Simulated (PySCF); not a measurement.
31P chemical shifts

How the numbers were obtained: geometry: GFN2-xTB, NMR shieldings at PBE0/pcSseg-1/GIAO, in PySCF 2.14 (in vacuum, single conformer, non-relativistic, fast rotation and ring inversion assumed for equivalent nuclei).

Shieldings were converted by a linear fit to measured shifts: 31P: δ = 270.09 − 0.828σ (rms 18.1 ppm, 64 shifts vs H3PO4, solution or neat liquid). Occasional misses reach two or three times the rms, and more in compound classes unlike the fitted ones.

(1) Give the 31P shifts of `C=CC[P@]1(=O)C(C)=C1F`.

(2) Match the shifts 269.4, 39.4, 22.2, -4.5, -36.9, -109.7 ppm to `CCP(C)CC`, `CC1=C(C)[PH]1=S`, `CCOP1(=O)OCCCO1`, `C/C=C/P=C/C(F)(F)F`, `CC[C@@H]1CO[P@@](=O)(OC)O1`, `C[P@@]1(=S)CC=C(F)C1`.

## Answers

(1) 
```
             compound                                        environment  δ (ppm)
C=CC[P@]1(=O)C(C)=C1F  phosphorus bonded to 3 C, O, in a 3-membered ring    -34.7
```

(2) 269.4: C/C=C/P=C/C(F)(F)F (phosphorus bonded to 2 C); 39.4: C[P@@]1(=S)CC=C(F)C1 (phosphorus bonded to 3 C, S, in a 5-membered ring); 22.2: CC[C@@H]1CO[P@@](=O)(OC)O1 (phosphorus bonded to 4 O, in a 5-membered ring); -4.5: CCOP1(=O)OCCCO1 (phosphorus bonded to 4 O, in a 6-membered ring); -36.9: CCP(C)CC (phosphorus bonded to 3 C); -109.7: CC1=C(C)[PH]1=S (phosphorus bonded to 2 C, S, H, in a 3-membered ring).
